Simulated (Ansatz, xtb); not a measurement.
BGaH3NSn: where a starting geometry ends

The starting geometry of this gas-phase singlet was built from a drawn formula by distance geometry; its bonds are those of `[B]#[Sn][GaH][NH2]`.

```yaml
atoms:
  - { symbol: B, position_ang: [-3.0126, 0.7181, 2.3178] }
  - { symbol: Ga, position_ang: [1.4329, -0.5595, 2.4640] }
  - { symbol: N, position_ang: [3.1162, 0.4628, 1.9974] }
  - { symbol: Sn, position_ang: [-1.1885, 0.2248, 2.3941] }
  - { symbol: H, position_ang: [2.0012, -2.1112, 2.2394] }
  - { symbol: H, position_ang: [2.8058, 1.3954, 2.2708] }
  - { symbol: H, position_ang: [3.8008, 0.0878, 2.6809] }
```

Q: Predict what becomes of its bonds when it is optimised with r2SCAN-D4/def2-SVP.

A: It rearranges, giving a structure given below by its coordinates. Distances that change by over a tenth: B1–Sn4 (1.89 → 2.17 Å). Contacts that open: Ga2–N3 (2.02 → 3.09 Å). Contacts that close: B1–Ga2 (4.63 → 2.23 Å), B1–N3 (6.14 → 1.39 Å).

The energy falls by 6.57 eV over 35 steps:

| step | E − E(last) (eV) |
| --- | --- |
| 1 | 6.569 |
| 5 | 4.644 |
| 9 | 4.399 |
| 12 | 4.163 |
| 16 | 3.405 |
| 20 | 3.228 |
| 24 | 2.978 |
| 27 | 1.191 |
| 31 | 0.033 |
| 35 | 0.000 |

Final geometry (Å):

```xyz
7

B     0.7129    0.5683    2.2099
Ga    0.6602   -1.6396    2.5450
N     1.9797    1.1349    2.2226
Sn   -1.3319   -0.1599    2.1625
H     1.9824   -2.4675    2.7792
H     2.4111    1.5175    3.0608
H     2.5414    1.2645    1.3844
```

From the same start GFN2-xTB ends elsewhere, differing in B1–N3 (3.69 against 1.39 Å here), Ga2–N3 (1.82 against 3.09 Å here).

The end wasn't checked by frequencies. Atoms past krypton carry core potentials, without spin–orbit terms. Run with Ansatz 0.2.0, 93 s on 1 thread of Intel(R) Xeon(R) 6975P-C (Granite Rapids), on a shared host.
